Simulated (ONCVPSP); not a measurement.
**carbon ONCV: all-electron and pseudo phase curves**

* Element: carbon
* Generator: ONCVPSP 4.0.1
* Type: optimised norm-conserving Vanderbilt (ONCV)
* Functional: PBE
* Relativity: non-relativistic
* Frozen core: [He]
* Valence charge: 4
* Reference configuration: 2s2 2p2
* Partial waves: 2s: rc 1.20 bohr, ncon 4, nbas 8, qcut 6 1/bohr, 1 projector; 2p: rc 2.10 bohr, ncon 4, nbas 7, qcut 8.3 1/bohr, 1 projector; d scattering state at 0.34 Ha: rc 1.90 bohr, ncon 4, nbas 7, qcut 4.6 1/bohr, 2 projectors, debl 1.1 Ha
* Local potential: polynomial inside 0.85 bohr (lpopt 5, dvloc0 2 Ha)
* Core correction: none

The phase is arctan(r·R′/R) of the radial function R(r), unwrapped; energies in Ha, scanned from -2 to 5 Ha. A pole is an energy at which the radial function vanishes at the test radius. The pseudo phase is shifted by a multiple of π to meet the all-electron one at the reference energy, and phase errors are pseudo minus all-electron; the curves can meet again beyond the range given. Levels narrower than the energy grid can be missing from the lists of poles.

```csv
channel,radius (bohr),reference energy (Ha),"poles, all-electron","poles, pseudo",unbroken range about the reference energy with phases within 0.05 rad,phase error 1 Ha above the reference energy (rad)
s,1.22,-0.50,3.16,2.79,below 3.4,-0.004
p,2.13,-0.19,"0.22, 3.71","0.23, 4.14",below 1.0,+0.024
d,1.92,0.34,2.91,2.90,below 4.5,-0.000
```

Phases in the p channel:

```tsv
E (Ha)	all-electron	pseudo
-1.98	1.239	1.239
-1.62	1.181	1.181
-1.26	1.082	1.083
-0.90	0.865	0.867
-0.54	0.132	0.136
-0.18	-1.120	-1.120
0.18	-1.542	-1.540
0.54	-1.761	-1.752
0.90	-2.018	-1.983
1.26	-2.628	-2.470
1.62	-3.780	-3.543
1.98	-4.281	-4.176
2.34	-4.468	-4.407
2.70	-4.566	-4.521
3.06	-4.630	-4.590
3.42	-4.679	-4.640
3.78	-4.721	-4.679
4.14	-4.761	-4.712
4.50	-4.806	-4.744
4.86	-4.864	-4.777
```
